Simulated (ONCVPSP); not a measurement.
What one change does to a pseudopotential (iron (Fe), ONCV)

```json
{
  "Element": "iron",
  "Generator": "ONCVPSP 4.0.1",
  "Type": "optimised norm-conserving Vanderbilt (ONCV)",
  "Functional": "LDA (Perdew-Zunger)",
  "Relativity": "scalar-relativistic",
  "Frozen core": "[Ar]",
  "Valence charge": "8",
  "Reference configuration": "3d6 4s2",
  "Partial waves": "4s: rc 2.55 bohr, ncon 4, nbas 7, qcut 2 1/bohr, 2 projectors, debl 2.8 Ha; p scattering state at 0.1 Ha: rc 2.20 bohr, ncon 4, nbas 8, qcut 4.4 1/bohr, 2 projectors, debl 3.1 Ha; 3d: rc 1.75 bohr, ncon 4, nbas 9, qcut 8.5 1/bohr, 3 projectors, debl 0.4 Ha",
  "Local potential": "polynomial inside 1.35 bohr (lpopt 1, dvloc0 4 Ha)",
  "Core correction": "Teter function, fcfact 4.5, rcfact 1.7"
}
```

In the p channel the program set the typed energies aside and used 0.050, 3.150 Ha.

All-electron outer shells of the reference configuration (LDA (Perdew-Zunger), scalar-relativistic, ld1.x):

| shell | level (eV) | outermost node (bohr) | outermost maximum (bohr) |
| --- | --- | --- | --- |
| 3p | -59.93 | 0.30 | 0.72 |
| 3d | -7.75 | – | 0.71 |
| 4s | -5.49 | 1.01 | 2.38 |

Change: core correction Teter function, fcfact 7.9, rcfact 1.7.

Cutoffs: the cutoffs (Ha) at which the residual kinetic energy of the hardest occupied pseudo-wave falls to 1 and 0.1 mHa per electron; they do not see the model core or the augmentation charge, which bear on the density cutoff. Errors are all-electron minus pseudo energies relative to the spin-unpolarised reference configuration.

Task: Predict the effect on cutoff, ghosts and configuration errors.

Result: The potential gets neither clearly harder nor softer (30 Ha and 34 Ha → 30 Ha and 34 Ha); of the 4 tests that both files solve, the error grows in 4 and shrinks in 0 by more than 15 % and 0.3 meV (median size 69.3 → 101.7 meV); neither file shows a bound ghost. A model core, the more so a compact one, raises the density cutoff, which this test does not measure.

| quantity | base | changed |
| --- | --- | --- |
| cutoff, loose | 30 Ha | 30 Ha |
| cutoff, tight | 34 Ha | 34 Ha |
| bound ghosts | none | none |
| GHOST(+) flags under 300 eV | s at 104.6 eV | s at 104.6 eV |
| error for 3d6 4s1, meV [ΔE 8.98 eV] | -16 | -23 |
| error for 3d6 4s0, meV [ΔE 25.47 eV] | -123 | -180 |
| error for 3d5 4s0, meV [ΔE 60.00 eV] | -525 | -683 |
| error for 3d5 4s2, meV [ΔE 14.48 eV] | -4.9 | -22 |
| s: phases at 2.58 bohr within 0.05 rad from the reference energy up to (Ha; the scan ends near 5) | 3.6 | 3.6 |
| p: phases at 2.24 bohr within 0.05 rad from the reference energy up to (Ha; the scan ends near 5) | 3.8 | 3.8 |
| d: phases at 1.77 bohr within 0.05 rad from the reference energy up to (Ha; the scan ends near 5) | to the end of the scan | to the end of the scan |
| rms error of d²Exc/dni dnj with the model core, mHa | 1.41 | 2.87 |
